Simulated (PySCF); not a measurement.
Species: C4H5BCl2.
SMILES: `B(CC#CC)(Cl)Cl`

Jobs on this species (12 atoms, 68 electrons) with PySCF (density fitting). Hardware of each: one thread of an Arm Neoverse V2, no GPU (shared host). Times come from a shared host and carry two figures at best. Peak memory is the resident size of the whole Python process, interpreter and libraries included.

```json
{"level and settings": "delta-SCF UKS HF, pcX-2 on the ionised atom, pcseg-1 elsewhere, spin-free X2C", "work": "ΔSCF core ionisation, 7 holes", "basis functions": "173", "SCF cycles": "?", "wall time": "?", "peak memory": "?"}
{"level and settings": "delta-SCF UKS SCAN, pcX-2 on the ionised atom, pcseg-1 elsewhere, spin-free X2C", "work": "ΔSCF core ionisation, 7 holes", "basis functions": "173", "SCF cycles": "133", "wall time": "39 s", "peak memory": "0.59 GiB"}
{"level and settings": "PBE0-D3(BJ)/def2-SVP, grid level 1", "work": "geometry optimisation from a GFN2-xTB start shaken at random", "basis functions": "131", "SCF cycles": "42", "wall time": "34 s", "peak memory": "0.54 GiB"}
{"level and settings": "delta-SCF UKS SCAN, pcX-2 on the ionised atom, pcseg-1 elsewhere, non-relativistic", "work": "ΔSCF core ionisation, 7 holes", "basis functions": "173", "SCF cycles": "183", "wall time": "46 s", "peak memory": "0.72 GiB"}
{"level and settings": "delta-SCF UKS SCAN, def2-TZVP on the ionised atom, pcseg-1 elsewhere, spin-free X2C", "work": "ΔSCF core ionisation, 7 holes", "basis functions": "150", "SCF cycles": "190", "wall time": "46 s", "peak memory": "0.54 GiB"}
{"level and settings": "delta-SCF UKS SCAN, pcX-1 on the ionised atom, pcseg-1 elsewhere, spin-free X2C", "work": "ΔSCF core ionisation, 7 holes", "basis functions": "153", "SCF cycles": "129", "wall time": "31 s", "peak memory": "0.54 GiB"}
{"level and settings": "delta-SCF UKS PBE, pcX-2 on the ionised atom, pcseg-1 elsewhere, spin-free X2C", "work": "ΔSCF core ionisation, 7 holes", "basis functions": "173", "SCF cycles": "122", "wall time": "25 s", "peak memory": "0.63 GiB"}
{"level and settings": "delta-SCF UKS PBE0, pcX-2 on the ionised atom, pcseg-1 elsewhere, spin-free X2C", "work": "ΔSCF core ionisation, 7 holes", "basis functions": "173", "SCF cycles": "110", "wall time": "56 s", "peak memory": "0.85 GiB"}
```

Problem. Fill in the missing figures.

Solution. 
- delta-SCF UKS HF, pcX-2 on the ionised atom, pcseg-1 elsewhere, spin-free X2C; ΔSCF core ionisation, 7 holes: 39 s, 0.65 GiB, 109 SCF cycles

Problem. What do all jobs in the table cost together?

Solution. About 5.3 min; the longest takes about 18 % of that, and about 2.2 times as long as the shortest.
